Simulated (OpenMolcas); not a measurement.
Pt4+ (d6) among equal point charges was computed by CASSCF with the d shell active (OpenMolcas, ANO-RCC-VTZP on the metal). Its lowest spin-free states, and all those of the highest spin:

```csv
2S+1,Degeneracy,E (cm-1)
5,1,0.0
5,2,925.9
5,1,6165
5,1,8153
3,1,15541
3,2,15868
3,2,18453
3,1,18958
1,1,19964
3,2,20695
3,1,21030
3,1,22904
```

**Question.** Is the site octahedral, tetrahedral or cube-like, axial, or of lower symmetry?

**Answer.** The states with 2S+1 = 5 have orbital degeneracies 1, 2, 1, 1. There are pairs but no triples, so the site is axial: not cubic, but with a proper or improper axis of order three or more. The run had Pt4+ among 6 point charges of -1.7 e arranged as a tetragonal octahedron (D4h), 2.08 Å from the ion, with the axial distance 1.997 Å.

Spin-orbit coupling mixes the spin-free states strongly: the lowest level takes only 60 % from its leading state, 5B2. Without dynamic correlation the repulsion within the d shell is too large (B by tens of per cent), so at a given field states of lower spin stand too high. Point charges give a weaker field than real ligands, and real ions of this kind are as a rule low spin; the high spin found here belongs to the model. Point charges carry no covalency, so the field is a model and not that of real ligands. No measured value stands beside these numbers.
